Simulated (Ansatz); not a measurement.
`B[CH2][AlH][GeH3]` + `C1=C[SiH2]O1` → `BC1=C[SiH2]O1` + `[CH3][AlH][GeH3]`  (formal exchange of groups at a B–C bond)

Program: Ansatz. Geometries: PBE0-D4/def2-TZVP. ΔE: electronic, gas phase. CCSD(T)/CBS is the MP2 limit (def2-TZVPP, def2-QZVPP) plus CCSD(T) − MP2 in def2-TZVPP, frozen cores. Functionals use def2-TZVPP. For Ge outer-core shells are correlated without core-valence functions, which leaves a few kJ/mol of doubt a bond. Scalar relativity is left out up to krypton. Each species was taken in one conformer, which may not be the lowest.

```csv
level,ΔE (kJ/mol),difference from CCSD(T)/CBS
PBE-D4,22.4,2.8
r2SCAN-D4,22.5,2.9
PBE0-D4,23.8,4.2
SCS-MP2/def2-TZVPP,18.2,-1.4
CCSD/def2-TZVPP,19.1,-0.5
CCSD(T)/def2-TZVPP,20.0,0.4
HF/def2-QZVPP,9.6,-10.0
HF/CBS(def2),9.6,-10.0
MP2/CBS(def2),21.8,2.2
CCSD/CBS(def2),18.7,-0.9
CCSD(T)/CBS,19.6,0
```

Largest T1 diagnostic among the species: 0.014.

In def2-TZVPP, CCSD(T) changes the Hartree–Fock value by +10.3 kJ/mol (the triples alone add +0.9 kJ/mol) and MP2 by +12.6 kJ/mol.
